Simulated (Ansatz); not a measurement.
# Pulling the pair apart

The pair of F⁻ (SMILES [F-], atom 1) and CH$_{6}$Si (SMILES C[SiH3], atoms 2–9), both closed shells, in one local arrangement (a lower one may exist), relaxed at PBE0-D4/def2-TZVPD:

F1  (1.094, 0.074, -1.615)
C2  (0.530, -0.168, 0.962)
Si3  (-0.397, 0.122, -0.690)
H4  (1.613, -0.265, 0.845)
H5  (0.139, -1.073, 1.439)
H6  (0.317, 0.663, 1.644)
H7  (-0.617, 1.540, -1.187)
H8  (-1.788, 0.176, 0.094)
H9  (-0.890, -1.069, -1.492)
(Å)

CH$_{6}$Si is shifted rigidly along the line between the mean atom positions of the two fragments (negative: closer). Counterpoise interaction energies in kcal/mol. Computed with Ansatz 0.2.0 (basis: def2-TZVPPD); correlated methods freeze the cores. B3LYP uses VWN-RPA correlation.

```
shift (Å)  B3LYP-D4  PBE-D4  r2SCAN-D4
    -0.18    -52.89  -49.64     -56.93
    -0.09    -57.81  -55.11     -61.56
     0.00    -59.38  -57.18     -62.84
     0.09    -58.78  -57.04     -61.97
     0.21    -55.82  -54.62     -58.62
     0.44    -47.63  -47.14     -49.80
     0.88    -32.20  -32.23     -33.37
     1.76    -14.44  -14.52     -14.53
```

Q: What does CCSD(T) give at these shifts? (Judge from chemistry; the value comes from the calculation.)

A: The calculation gives: -53.78, -58.79, -60.34, -59.65, -56.45, -47.73, -31.55, -13.76 kcal/mol. For zero shift, CCSD(T) at an estimated basis limit (MP2 extrapolated from triple and quadruple zeta, plus CCSD(T) − MP2 in triple zeta) gives -63.34 kcal/mol. These are counterpoise interaction energies, counted from the two frozen fragments.

No T1 diagnostic of these runs exceeds 0.018.

For scale, one of the runs: CCSD(T)/def2-TZVPPD, 227 basis functions, launched by `ansatz run in.yaml --threads 4 --pin off --events-out ev --progress --plain --max-ram 9574MiB`. The run took 56 s on 4 CPU threads of an Arm Neoverse V1 (shared host), with 3.8 GiB of host memory at its peak.
